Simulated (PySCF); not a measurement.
Simulated characterisation data

Single conformer, relativity neglected, fast rotation and ring inversion assumed for equivalent nuclei, no solvent model. σ from GIAO-PBE0/pcSseg-1; GFN2-xTB geometry; PySCF.

Scale: TMS for ¹H (σ = 31.72 ppm) and ¹³C (σ = 186.93 ppm) (reference shieldings calculated alike). Where no couplings were computed, multiplicities follow the n + 1 count of equivalent neighbours, and m marks all less simple cases (inequivalent or close neighbours, rings, F or P nearby). Shifts are as computed. Against solution values, carbons near 30 ppm lie about +3 ppm off and those near 130 ppm about +5 ppm; carbons on Cl a further +6 ppm. Of 1309 compounds with measured shifts, 239 miss one by over three times the rms of a fit or turn the order of signals round; such compounds aren't used in these exercises. Carbons bonded to Cl come out too deshielded.

Compound 1 (C$_{5}$H$_{8}$O$_{4}$Si). ¹H NMR (400 MHz, computed): δ 8.11 (s, 1H), 7.12 (m, 1H), 4.80 (m, 1H), 4.62 (m, 1H), 4.31 (m, 1H), 4.30 (m, 1H), 2.82 (m, 1H), 2.28 (m, 1H). ¹³C{¹H} NMR (computed): δ 213.1 (C), 163.1 (CH), 90.9 (CH), 74.6 (CH2), 29.7 (CH2). Structure: SMILES O=CO[C@@H]1OCC(=O)C[SiH2]1.

Compound 2 (C$_{4}$H$_{7}$ClO$_{2}$Si). ¹H NMR (400 MHz, computed): δ 6.81 (d, 1H), 5.78 (m, 1H), 5.30 (m, 1H), 5.14 (m, 1H), 3.71 (s, 3H). ¹³C{¹H} NMR (computed): δ 152.9, 148.4, 109.8, 57.7. Structure: `CO[C@@H]1C=C(Cl)[SiH2]O1`.

Compound 3 (C$_{5}$H$_{8}$O$_{4}$Si). ¹H NMR (400 MHz, computed): δ 8.01 (s, 1H), 5.38 (m, 1H), 4.84 (m, 1H), 4.49 (m, 1H), 3.64 (m, 1H), 3.40 (m, 1H), 2.77 (m, 1H), 2.48 (m, 1H). ¹³C{¹H} NMR (computed): δ 238.0, 165.2, 74.1, 67.5, 60.8. Structure: SMILES O=CO[Si@@H]1COCCC1=O.
